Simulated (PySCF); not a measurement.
A GIAO shielding run with PySCF (density fitting, non-relativistic, gas phase) on SMILES ClC[SiH]1CC=CC1, C$_{5}$H$_{9}$ClSi:

```
$ OMP_NUM_THREADS=1 python probes_run.py task.json out

{"job": {"kind": "nmr", "xc": "PBE0", "basis": "pcSseg-1"}, "charge": 0, "multiplicity": 1}
Cl     3.358234    -0.892284     0.172617
C      2.150574     0.352650     0.592045
Si     0.675608     0.192953    -0.616739
C     -0.327055    -1.404359    -0.337768
C     -1.673538    -0.911360     0.106228
C     -1.883293     0.389210     0.207361
C     -0.769605     1.338880    -0.125490
H      1.879368     0.185286     1.632015
H      2.657195     1.311183     0.515867
H      1.168311     0.378644    -1.985049
H      0.098680    -2.066253     0.418370
H     -0.433190    -2.007149    -1.240601
H     -2.437764    -1.641452     0.330953
H     -2.831572     0.801265     0.521466
H     -0.558620     1.981055     0.731297
H     -1.080933     2.000677    -0.933982
```

Hardware: 1 thread of an Intel Xeon 6975P-C, shared host. The job also computes population analyses, field gradients, ring-centre shieldings.

Q: How large is the calculation?

A: 70 electrons, 178 basis functions and 967 auxiliary functions.

Q: How long does it take, and how much memory does it need?

A: 18 s of wall time, with 13 SCF cycles and 5 response iterations; peak memory 0.82 GiB. Times on a shared host scatter by some tens of per cent.
